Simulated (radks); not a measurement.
Valence configurations of Co I (all share [Ar]). Calculated with a radial shooting solver on a logarithmic mesh with Libxc functionals: scalar-relativistic Kohn-Sham, PBE, spin-polarised, spherical densities, point nucleus; open shells are filled with parallel spins first. Energies are relative to 3d7 4s2; eigenvalues in eV for spin up.

valence          E (eV)  moment (Bohr magnetons)    e(3d)   e(4p)    e(4s)
3d7 4s2           0.000                        3   -9.407       -   -5.724
3d7 4s1.5 4p0.5   1.744                        4  -10.270  -2.038   -6.568
3d9               1.833                        1   -2.244       -        -
3d6.5 4s2 4p0.5   3.080                        4  -12.988  -2.224   -7.066
3d7 4s1 4p1       3.177                        5  -10.955  -2.518   -7.231
3d6.5 4s1.5 4p1   4.840                        5  -13.711  -2.764   -7.764
3d6.5 4s1 4p1.5   6.281                        6  -14.314  -3.177   -8.335
3d6 4s2 4p1       7.221                        5  -16.729  -2.983   -8.295
3d6 4s1 4p2      10.418                        7  -17.900  -3.819   -9.407
3d4 4s2 4p3      42.674                        7  -32.784  -5.680  -12.626

NIST lists [Ar] 3d7 4s2 as the ground configuration; this level of theory agrees among the configurations tried. The energies are those of spherical high-spin densities, not of single terms.
